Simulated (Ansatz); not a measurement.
`[NH2][Ga]([NH2])[NH2]` and `[NH2][Ga]([NH2])[F]` differ in one atom or group.

Ansatz, PBE0-D4/def2-TZVP geometries, multiplicity 1. Each molecule was computed in one conformer, which needn't be the lowest.

Scalar relativity is left out up to krypton.

```json
{"property": "HOMO–LUMO gap (ωB97M-V/def2-TZVPP) / eV", "`[NH2][Ga]([NH2])[NH2]`": "10.85"}
{"property": "zero-point energy (PBE0-D4/def2-TZVP) / kJ/mol", "`[NH2][Ga]([NH2])[NH2]`": "199.1"}
{"property": "LUMO energy (B3LYP/def2-TZVPP) / eV", "`[NH2][Ga]([NH2])[NH2]`": "-0.18"}
{"property": "LUMO energy (PBE/def2-TZVPP) / eV", "`[NH2][Ga]([NH2])[NH2]`": "-0.68"}
{"property": "HOMO energy (PBE0/def2-TZVPP) / eV", "`[NH2][Ga]([NH2])[NH2]`": "-6.76"}
{"property": "size of the dipole moment (ωB97M-V/def2-TZVPP) / D", "`[NH2][Ga]([NH2])[NH2]`": "0.63"}
```

What does the change do to each property? (Estimate.)

The calculation gave: 
```tsv
property	`[NH2][Ga]([NH2])[F]`	shift
HOMO–LUMO gap (ωB97M-V/def2-TZVPP) / eV	11.10	0.25
zero-point energy (PBE0-D4/def2-TZVP) / kJ/mol	138.6	-60.5
LUMO energy (B3LYP/def2-TZVPP) / eV	-0.68	-0.50
LUMO energy (PBE/def2-TZVPP) / eV	-1.21	-0.53
HOMO energy (PBE0/def2-TZVPP) / eV	-7.38	-0.62
size of the dipole moment (ωB97M-V/def2-TZVPP) / D	2.77	2.14
```

With PBE0 the HOMO falls by 0.62 eV and the LUMO falls by 0.48 eV, so the gap widens by about 0.14 eV. PBE moves the HOMO by -0.61 eV and ωB97M-V by -0.61 eV. The zero-point energy changes by -60.5 kJ/mol with -6 modes. Dipoles are sizes alone; their direction can turn.

B3LYP here is the variant with VWN-RPA as its local correlation; programs differ in this.
